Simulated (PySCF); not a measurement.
germylsilane (GeH6Si), SMILES [GeH3][SiH3].

Geometry optimised at PBE0-D3(BJ)/def2-TZVP.

Level of theory: PBE0/def2-TZVPD (PySCF).

Symmetry labels are those of the subgroup Cs that the program uses (full group C3v).

Computed valence orbital energies around the gap with their symmetry:
| orbital | symmetry | energy (eV) |
|---|---|---|
| HOMO−7 | A' | -33.36 |
| HOMO−6 | A' | -16.16 |
| HOMO−5 | A' | -14.35 |
| HOMO−4 | A' | -10.17 |
| HOMO−3 | A" | -10.17 |
| HOMO−2 | A' | -9.42 |
| HOMO−1 | A" | -9.42 |
| HOMO | A' | -8.29 |
| LUMO | A' | 0.01 |
| LUMO+1 | A' | 0.21 |
| LUMO+2 | A" | 0.40 |
| LUMO+3 | A' | 0.40 |
